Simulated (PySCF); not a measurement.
Compound: C₄H₆Cl₂Si.
SMILES: `ClCC1=C[SiH2][C@H]1Cl`

Method: TDDFT wB97X-D/def2-SVPD, vertical, gas phase, core orbitals frozen in the response in PySCF 2.14.0, density-fitted response routines. The structure is a single GFN2-xTB conformer in the gas phase; no vibrational or solvent corrections. Torsions of this conformer, `[Cl:1][CH2:2][C:3]1=[CH:4][SiH2:5][C@H:6]1[Cl:7]`: Cl1–C2–C3–C4 105°.

Question: List the vertical singlet excitations with oscillator strengths and describe the spectrum.

Answer: 

```
state  E (eV)  λ (nm)       f  main configurations (H = HOMO, L = LUMO)
   S1    5.79   214.1  0.0065                                 H→L (85%)
   S2    6.15   201.7   0.026      H-1→L (38%), H-2→L (36%), H-4→L (8%)
   S3    6.55   189.4   0.081     H-3→L (34%), H-2→L (33%), H-1→L (15%)
   S4    6.57   188.6   0.083      H-3→L (49%), H-1→L (23%), H-2→L (8%)
   S5    6.77   183.0   0.056     H-4→L (30%), H→L+1 (24%), H→L+2 (23%)
   S6    6.86   180.9   0.073                  H-4→L (42%), H→L+1 (20%)
   S7    6.99   177.3   0.016   H→L+2 (33%), H→L+1 (25%), H-1→L+1 (16%)
   S8    7.17   172.9   0.078   H-1→L+1 (56%), H→L+1 (11%), H-5→L (10%)
```

Triplets, Tamm–Dancoff:

| state | E (eV) | λ (nm) | main configurations (H = HOMO, L = LUMO) |
| --- | --- | --- | --- |
| T1 | 4.24 | 292.4 | H-1→L (52%), H→L (25%), H-2→L (12%) |
| T2 | 5.59 | 221.7 | H→L (43%), H-1→L (30%), H→L+2 (9%) |
| T3 | 5.75 | 215.8 | H-2→L (47%), H→L (14%), H-4→L (14%) |

The lowest singlet comes at 214 nm (559 kJ/mol) in the ultraviolet; it is weak; its leading configuration is HOMO→LUMO (85%). The largest oscillator strength of a single state is 0.083. Löwdin shares by element: HOMO chlorine 40% or more, carbon 27% or more, silicon 11% (atoms not listed hold the other 22%); LUMO carbon 61% or more, chlorine 16% or more (atoms not listed hold the other 23%). The oscillator strengths of these states sum to 0.420; summed over the whole spectrum of an exact calculation they would give the number of electrons, 78 (Thomas–Reiche–Kuhn). The listed states span 1.38 eV, and the widest gap between neighbours is 0.40 eV (S2 to S3). Of the 8 states listed, 7 reach f = 0.01 and none stays under 0.0005. Singlets were solved by full linear response, triplets in the Tamm–Dancoff approximation.
